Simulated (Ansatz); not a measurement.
MgZn₂⁺. Total charge 1; quartet. Geometry PBE/def2-TZVP; atoms count from 1.

```xyz
3

Mg   -0.081    0.769   -3.225
Zn    0.009   -0.083    0.345
Zn    0.072   -0.686    2.880
```

In the quartet geometry the species has come apart into loosely held pieces. At PBE0/def2-TZVP a doublet of charge 1 lies 2.89 eV below the quartet, each at its own geometry. The structure comes from a short search, and lower isomers may exist.

(1) Estimate the Mulliken populations from the PBE0/def2-TZVP orbitals of Ansatz.

(2) Where does the spin sit?

(3) And the Mayer bond orders between bonded heavy atoms (over 0.3)?

## Answers

(1) 
| atom | charge (e) | spin (α − β) | d electrons |
| --- | --- | --- | --- |
| Mg1 | 0.49 | 1.48 | – |
| Zn2 | 0.19 | 0.63 | 10.02 |
| Zn3 | 0.32 | 0.88 | 10.00 |
Mulliken values and Mayer orders depend strongly on the basis.

(2) Summed by element: Mg 1.48, Zn 1.52, of 3 unpaired in all. Largest on single atoms: Mg1 1.48, Zn3 0.88, Zn2 0.63.

(3) Zn2–Zn3 0.74 (2.61 Å). Values over 0.3 also appear between atoms too far apart for a bond (Mg1–Zn2 0.38 at 3.67 Å); they arise where an orbital or an unpaired electron spreads over both atoms.
